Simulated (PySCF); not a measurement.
**Electron correlation in Cu (copper, neutral)**

[Ar] 3d9 4s2, 2D determinant (an excited configuration). Calculation: PySCF 2.14, in ANO-RCC-VTZP (6s5p3d2f1g, 59 functions); the spin-free X2C one-electron Hamiltonian (Gaussian nucleus). Frozen: [Ar]; 11 electrons correlated.

MP2 pair energies summed by pair of shells (mhartree):

| pair | energy | share (%) |
| --- | --- | --- |
| 3d-3d | -356.92 | 84.3 |
| 3d-4s | -45.60 | 10.8 |
| 4s-4s | -20.94 | 4.9 |

Total MP2 correlation energy: -423.46 mhartree.

Same-spin part -150.59 and opposite-spin part -272.88 mhartree; SCS-MP2 scales them by 1/3 and 6/5 to -377.65 mhartree.
